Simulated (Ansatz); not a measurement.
Ansatz (a first-principles code) input (RI-MP2/cc-pVQZ):
A basis named .json is the Basis Set Exchange file of that set.

Ansatz 0.2 input:
```yaml
crystal:
  periodic: [false, false, false]
  atoms:
    - {symbol: C, position_ang: [1.58589349, -0.66338607, -0.41104951]}
    - {symbol: Ge, position_ang: [-0.03736781, 0.39962287, 0.34010819]}
    - {symbol: C, position_ang: [-1.46433623, -0.78256425, -0.60614647]}
    - {symbol: H, position_ang: [1.48232397, -0.88894358, -1.47828911]}
    - {symbol: H, position_ang: [1.68701129, -1.61171233, 0.12934242]}
    - {symbol: H, position_ang: [2.51543107, -0.10156780, -0.26693484]}
    - {symbol: H, position_ang: [-0.00485209, 1.51803257, -0.85145543]}
    - {symbol: H, position_ang: [-1.20863479, -0.99408436, -1.65040661]}
    - {symbol: H, position_ang: [-1.55937478, -1.73855470, -0.07830099]}
    - {symbol: H, position_ang: [-2.44547837, -0.29539980, -0.58424156]}
basis:
  gaussian:
    orbitals: cc-pVQZ
    fitting: {mean_field: def2-universal-jkfit, correlation: cc-pVQZ-RIFIT.json}
total_charge: -1
magnetization: {spin_polarized: false}
correlation: {method: mp2, electrons: outside_noble_gas}
```

End of the output:

```
integrals: 0.61 GiB planned
542 factors; integrals over basis functions are off by at most 6.8e0 eV
0.83 GiB of device memory are held for the factors and their scratch space
mean field: 1.43 GiB planned
mean field evaluation 1: about -58644.9945 eV, gradient 2.2e1 eV
mean field evaluation 2: about -58646.5133 eV, gradient 7.9e0 eV
mean field evaluation 4: about -58646.7458 eV, gradient 5.2e-1 eV
mean field evaluation 8: about -58646.7485 eV, gradient 1.6e-6 eV
mean field -58646.74848643 eV, -2155.2282546826 hartree, gradient 1.6e-6 eV, S^2 0.000000; 0 other end points of the search recorded, 0 dependent functions left out
16 core orbitals not correlated
875 factors; their error is unknown
reference -58646.74848643 eV, -2155.2282546826 hartree; 10, 10 occupied and 362, 362 virtual orbitals, 875 factors
second order -14.48964642 eV of doubles, -0.00000000 eV of singles
Total energy: -58661.23813285 eV, -2155.7607393669 hartree
```

It need not be the lowest isomer of its formula. Whether it binds its extra electron was not tested at this geometry.
